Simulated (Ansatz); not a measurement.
The cluster Ga₂As₃. Total charge 0; doublet. Geometry r2SCAN-D4/def2-SVP, basis def2-TZVP, Ansatz.

Cartesian coordinates in Å:
```
Ga 1.6755 0.7988 -0.7322
Ga -1.6193 0.7862 0.8609
As 0.7055 -0.0953 1.4584
As -0.7021 0.1909 -1.4506
As -0.0596 -1.6806 -0.1365
```

```json
{"run": "A", "HOMO (eV)": "-4.94", "LUMO (eV)": "-4.21"}
{"run": "B", "HOMO (eV)": "-5.97", "LUMO (eV)": "-3.54"}
{"run": "C", "HOMO (eV)": "-5.32", "LUMO (eV)": "-4.16"}
{"run": "D", "HOMO (eV)": "-7.89", "LUMO (eV)": "-1.70"}
```

LC-ωPBE has ω = 0.4 bohr⁻¹. Another isomer (doublet) lies 0.34 eV lower at PBE0-D4/def2-TZVP; other spin states weren't run for this one.

HOMO and LUMO are taken over both spins.

Q: The runs used LC-ωPBE, PBE, PBE0, r2SCAN. Estimate which is which.

A: A PBE (0 % exact exchange); B PBE0 (25 % exact exchange); C r2SCAN (0 % exact exchange); D LC-ωPBE (range-separated). Exact exchange lowers occupied and raises empty levels; among semilocal functionals meta-GGAs tend to open the gap a little, and such runs are hard to tell apart. The gap grows from 0.74 eV (PBE) to 6.19 eV (LC-ωPBE).
